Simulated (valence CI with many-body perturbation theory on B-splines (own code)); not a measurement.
## Hf³²⁺ in brief

Computed by relativistic CI+MBPT: four valence electrons over a frozen Dirac-Fock core [Kr], radial functions for each j: 9 s, 9 p, 10 d, 8 f, 5 g, 3 h, 1 i, with the one-electron correlation potential Σ1 (screened to all orders), the two-electron term Σ2, the three-electron term Σ3, Breit, model QED; selected single and double excitations, second order for the rest (own B-spline code, finite nucleus).

The last digits are not significant, and no measured levels were compared; by estimate large intervals hold to a few tenths of a per cent, small ones and those within an open d or f shell to about a per cent. Only levels of the ground parity were solved; by the run's estimate the other parity begins above the list, which can be wrong where configurations are misplaced.

Levels are named by their leading jj configuration (3d3/2^4 stands for four electrons in 3d with j = 3/2), which in mixed levels can hold well under half, so a name can repeat and another be missing.

Rates and lifetimes use the calculated energies. Strong lines usually hold to 10 to 20 %, long lifetimes can be off by a factor of two.

(1) What is the ground level?

(2) How well does LS coupling describe the low levels?

(3) Name the longest-lived excited levels whose lifetime is computed, and their main decay.

(4) What is the ionisation energy?

Results:

(1) (4d3/2^4) J=0, composition 57 % 4d4 3P + 31 % 4d4 5D + 12 % 4d4 1S.

(2) Among the lowest 20 levels the leading LS term, summed over configurations, holds 47 % on average. For single configurations the figures are 47 % in LS and 92 % in jj coupling. Terms mix most in the J = 3 level at 18.154 eV, where the leading one holds 28 %.

(3) (4d3/2^2 4d5/2^2) J=6 at 32.267 eV lives 91.6 ms, mostly by M1 to (4d3/2^2 4d5/2^2) J=5. The lifetime of (4d3/2^3 4d5/2) J=4 is too uncertain to give, and may be longer.

(4) 1313 eV; NIST lists 1311 ± 4 eV (theoretical).
